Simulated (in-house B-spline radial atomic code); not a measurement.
Configurations of Sc⁷⁺, with energies counted from [Ne] 3s2 3p2. Computed with a B-spline radial code for spherical atoms: Dirac-Hartree-Fock, average of configuration, Fermi nucleus of rms radius 3.5459 fm. Energies include first-order Breit, QED and recoil terms.

| configuration | E - E(ref) (eV) | highest orbital | its <r> (bohr) |
| --- | --- | --- | --- |
| [Ne] 3s1 3p2 3d1 | 58.779 | 3d5/2 | 1.003 |
| [Ne] 3s1 3p2 4d1 | 116.71 | 4d5/2 | 2.269 |
| [Ne] 3s2 3p1 5f1 | 120.2 | 5f7/2 | 3.815 |
| [Ne] 3s2 3p1 6g1 | 131.57 | 6g9/2 | 5.48 |
| [Ne] 3s1 3p2 5d1 | 140.15 | 5d5/2 | 3.871 |
| [Ne] 3s1 3p2 5f1 | 143.03 | 5f7/2 | 3.811 |

Question: Order these further configurations by energy, lowest first.
A. [Ne] 3s2 3p1 7s1
B. [Ne] 3s2 3p1 5g1
C. [Ne] 3s2 3p1 6f1
D. [Ne] 3s2 3p1 4s1
E. [Ne] 3s1 3p3

Answer: E (24.371 eV), D (73.526 eV), B (120.92 eV), C (131.14 eV), A (133.71 eV).

Question: How far above the reference does [Ne] 3s1 3p2 6d1 lie?

Answer: 152.39 eV; its least bound orbital is 6d5/2 with <r> = 5.845 bohr.
